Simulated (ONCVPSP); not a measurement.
## Configuration tests for boron (ONCV)

| Item | Value |
| --- | --- |
| Element | boron |
| Generator | ONCVPSP 4.0.1 |
| Type | optimised norm-conserving Vanderbilt (ONCV) |
| Functional | revPBE |
| Relativity | scalar-relativistic |
| Frozen core | [He] |
| Valence charge | 3 |
| Reference configuration | 2s2 (charge +1) |
| Partial waves | 2s: rc 1.55 bohr, ncon 4, nbas 9, qcut 5.2 1/bohr, 1 projector; p scattering state at 0.02 Ha: rc 1.50 bohr, ncon 5, nbas 9, qcut 5.5 1/bohr, 3 projectors, debl 2.6 Ha; d scattering state at 0.17 Ha: rc 1.40 bohr, ncon 4, nbas 9, qcut 6.9 1/bohr, 2 projectors, debl 3.8 Ha |
| Local potential | polynomial inside 1.25 bohr (lpopt 5, dvloc0 0 Ha) |
| Core correction | Teter function, fcfact 5.75, rcfact 1.55 |

In the p channel the program set the typed energies aside and used 0.050, 2.650, 5.250 Ha.

Energies are relative to the spin-unpolarised reference configuration 2s2; without spin polarisation the order of configurations can differ from experiment.

Question: Give the all-electron excitation energy and the error of the potential for: 2s2 2p1; 2s1; 2s2 2p0.5; 2s1 2p1.

Answer:

```json
{"valence configuration": "2s2 2p1", "charge": "0", "ΔE all-electron (eV)": "-8.170", "error AE − PS (meV)": "+15"}
{"valence configuration": "2s1", "charge": "+2", "ΔE all-electron (eV)": "25.434", "error AE − PS (meV)": "+31"}
{"valence configuration": "2s2 2p0.5", "charge": "+0.5", "ΔE all-electron (eV)": "-5.304", "error AE − PS (meV)": "+6.0"}
{"valence configuration": "2s1 2p1", "charge": "+1", "ΔE all-electron (eV)": "6.218", "error AE − PS (meV)": "+11"}
```

Levels in the configuration 2s1 2p1:

```tsv
level	all-electron (eV)	pseudo (eV)
2s	-19.622	-19.617
2p	-13.415	-13.431
```
